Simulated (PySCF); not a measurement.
# InN under electron impact: the energy ladder

PBE0 in PySCF with def2-TZVPPD on every atom (core potentials on In), for the lowest determinant that a PBE0 search found; no spin–orbit coupling.

```json
{"species": "InN", "state (unpaired electrons)": "triplet (π ↑↑)", "Re (Å)": "2.210", "ωe (cm⁻¹)": "447", "energy of the minimum from the neutral (eV)": "0.00", "De (eV)": "1.91", "dissociates to": "In + N"}
{"species": "InN⁺", "state (unpaired electrons)": "quartet (σ ↑, π ↑↑)", "Re (Å)": "2.841", "ωe (cm⁻¹)": "100", "energy of the minimum from the neutral (eV)": "7.40", "De (eV)": "0.13", "dissociates to": "In⁺ + N"}
{"species": "InN⁻", "state (unpaired electrons)": "doublet (π ↑)", "Re (Å)": "2.035", "ωe (cm⁻¹)": "568", "energy of the minimum from the neutral (eV)": "-1.13", "De (eV)": "2.66", "dissociates to": "In⁻ + N"}
```

Task: Work out the lowest energy to break InN into atoms, from its vibrational ground state.

Result: D0 = De − ωe/2 = 1.91 − 0.03 = 1.88 eV (PBE0/def2-TZVPPD).

Task: Work out the ionisation energy of the In atom at this level and the threshold of dissociative ionisation.

Result: IE(In) = 7.40 + 0.13 − 1.91 = 5.62 eV, so In⁺ + N + e⁻ appears at D0 + IE(In) = 7.50 eV (PBE0/def2-TZVPPD). The measured IE(In) is 5.786 eV (NIST ASD).

Task: Work out the electron affinity of the In atom and the threshold of dissociative attachment.

Result: EA(In) = 1.91 − 2.66 − (-1.13) = 0.38 eV, so In⁻ + N needs D0 − EA(In) = 1.50 eV (PBE0/def2-TZVPPD). The measured EA(In) is 0.3 eV.

These are thermodynamic thresholds; the onsets seen under electron impact lie higher where the geometry changes, and cross-sections peak well above them.

Weak bonds: InN⁺. Basis-set superposition, not corrected here, can be much of De in a small basis, most of all at correlated wavefunction levels. Functionals without a dispersion term scatter widely for such bonds, and LDA overbinds them. These are scalar-relativistic numbers at best; spin–orbit coupling would shift them, the dissociation energy most. For an ion De counts to the pair picked by the measured ionisation energies or electron affinities, which need not be the lowest pair at this level. The highest Kohn–Sham level is positive in this anion. Much of that is self-interaction error, but it also means that the finite basis helps to hold the extra electron. States were picked by a PBE0 search and need not be the measured ground states.
